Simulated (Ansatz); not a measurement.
A made-up structure of ZnBHF, doublet:

```csv
atom,x (Å),y (Å),z (Å)
B1,0.8344,1.0092,-0.1749
Zn2,-0.5993,-0.6872,-0.0983
F3,-1.8797,-2.1758,-0.1869
H4,1.6446,1.8537,0.4601
```

It is relaxed with PBE-D4/def2-SVP and then PBE0-D4/def2-TZVP (Ansatz 0.2.0). Atoms count as bonded within 1.22 times the sum of their covalent radii (H–H: 0.88 Å). The end point is not checked to be a true minimum.

Question: Does its bonding change? (A judgement: the text doesn't fix the answer.)

Answer: Computed: No: no bond forms or breaks.

Where it ends: The first stage lowers the energy by 0.76 eV in 4 steps. It ends as ZnBHF ([BH][Zn][F]):
```xyz
4
angstrom
B 0.7453 0.9019 -0.1591
Zn -0.5348 -0.6131 -0.0882
F -1.6779 -1.9424 -0.1652
H 1.4674 1.6537 0.4125
```

Labels in which every atom is bracketed show which atoms are joined, not bond orders.

For scale, one of the runs: PBE0-D4/def2-TZVP relaxation, 116 basis functions, launched by `ansatz run in.yaml --threads 2 --pin off --events-out ev --progress --plain --max-ram 4352MiB`. The run took about 31 s on 2 CPU threads of an Arm Neoverse V2 (shared host).
